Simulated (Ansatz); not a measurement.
The pair A = HI (SMILES I) (first 2 atoms), B = C3H8 (SMILES CCC); geometry from B3LYP-D3(BJ)/def2-TZVP.
(charge 0, multiplicity 1):
```xyz
13

I     -0.07539    -0.14269    -0.62459
H      0.20738    -0.56264     0.90848
C      0.62936    -1.17217     3.62232
C      0.00130    -0.02515     4.40952
C     -0.62612     1.03767     3.51151
H      1.07198    -1.92097     4.28164
H     -0.11748    -1.67985     3.00534
H      1.42179    -0.80764     2.96252
H      0.76243     0.43733     5.04456
H     -0.75877    -0.42478     5.08708
H     -1.06797     1.84603     4.09671
H      0.11788     1.48009     2.84443
H     -1.41516     0.61120     2.88717
```

Correlated levels freeze the cores. Filled d and f shells under p-block atoms count as core.

The values were computed with Ansatz (a first-principles code). Each number belongs to the level named beside it. In def2 rows elements past Kr take small-core potentials, without spin–orbit coupling.

Total energies (hartree), monomers frozen at their geometry in the pair:

```csv
structure,HF/def2-SVPD,PBE/def2-TZVPPD,MP2/def2-SVPD
AB,-415.4173103,-417.2962250,-416.0003788
A in the pair's basis,-297.2333370,-298.2918868,-297.3485704
B in the pair's basis,-118.1857930,-119.0037263,-118.6501197
A,-297.2331624,-298.2918373,-297.3471626
B,-118.1856158,-119.0036954,-118.6493263
```

Task: Work out the interaction energy without and with the counterpoise correction, and the superposition error, for each level.

Result: 
E(AB) − E(A) − E(B), times 627.509 kcal/mol, with the monomers in their own basis and then in the pair's basis:
- HF/def2-SVPD: 0.92 uncorrected, 1.14 corrected; the monomers gain 0.22 kcal/mol from borrowed functions
- PBE/def2-TZVPPD: -0.43 uncorrected, -0.38 corrected; the monomers gain 0.05 kcal/mol from borrowed functions
- MP2/def2-SVPD: -2.44 uncorrected, -1.06 corrected; the monomers gain 1.38 kcal/mol from borrowed functions
